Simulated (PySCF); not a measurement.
# Al: excitation energy

Al [Ne] 3s2 3p1 (2P) → Al [Ne] 3s1 3p1 4s1 (4P), as a difference of total energies. All numbers are calculated (PySCF 2.14, the spin-free X2C one-electron Hamiltonian (Gaussian nucleus), in dyall-av3z (19s12p3d2f, 84 functions)). Correlated levels: valence: [Ne] frozen; virtual orbitals above 40 to 60 times the deepest correlated orbital energy dropped. The calculations carry no spin-orbit coupling.

| method | excitation energy (cm⁻¹) |
| --- | --- |
| UHF | 51405 |
| LDA | 61158 |
| PBE | 60396 |
| PBE0 | 59954 |
| r2SCAN | 59032 |
| BHandHLYP | 61786 |
| TPSSh | 60794 |
| wB97M-V | 61784 |
| TPSS | 60834 |
| MP2 (valence) | 58157 |
| SCS-MP2 (valence) | 60181 |

The upper state lies above the first ionisation limit, but in LS coupling its spin forbids autoionisation to the ground ion. A Rydberg-like electron needs more diffuse functions than a valence basis has.

The promoted electron is Rydberg-like, and one or two diffuse shells describe it only roughly, which tends to raise the upper state.
